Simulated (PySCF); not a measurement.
Molecule: SMILES N#C[C@]12C[C@@H]3[C@H](C1)[C@@H]32, C7H7N.

Bonds (- single, = double, # triple, : aromatic): N1#C2, C2-C3, C3-C4, C4-C5, C5-C6, C6-C7, C6-C8, C7-C3, C8-C3, C8-C5. C4 carries H9, H10; C5 carries H11; C6 carries H12; C7 carries H13, H14; C8 carries H15. Stereochemistry as in N#C[C@]12C[C@@H]3[C@H](C1)[C@@H]32. H13 is cis to C5 on the ring; H10 is cis to C6 on the ring; H14 is trans to C5 on the ring; H9 is trans to C6 on the ring.

Frames of a GFN2-xTB Langevin trajectory at 200 K; GIAO PBE0/pcSseg-1 shieldings in PySCF 2.14, gas phase, non-relativistic; equivalent atoms averaged within each frame.

Chemical shifts δ = σref − σ; 15N (σ = 267.73 ppm) vs NH3; TMS for 13C (σ = 186.93 ppm), 1H (σ = 31.72 ppm), all at this level. The references are static minima.

Question: How do the shifts (ppm) fluctuate along the trajectory?

Answer: 
```tsv
time (fs)	N1	C2	C4/C7	C3	C8	C5/C6	H15	H9/H14	H11/H12	H10/H13
optimised geometry	305.8	124.4	43.1	31.6	40.5	18.1	3.35	2.89	1.74	2.03
250	302.9	125.0	44.8	35.2	29.5	18.7	3.31	3.11	2.09	2.04
425	314.5	126.6	45.3	28.0	35.5	13.4	3.38	2.67	1.23	1.80
625	308.1	125.1	43.1	26.2	40.6	16.7	3.42	3.24	1.09	2.23
800	308.8	126.0	43.9	35.5	44.1	26.5	3.87	3.19	3.25	2.57
1000	307.2	124.4	45.7	33.0	35.8	15.5	3.35	3.72	1.04	1.65
mean of frames	308.3	125.4	44.6	31.6	37.1	18.1	3.46	3.19	1.74	2.06
standard deviation	4.1	0.9	1.1	4.3	5.6	5.0	0.23	0.37	0.94	0.36
```

5 frames give an uncertainty of the mean of about the standard deviation over 2.2 at best, since frames this close in time may not be independent; classical motion lacks zero-point vibration, and the reference would need the same averaging.
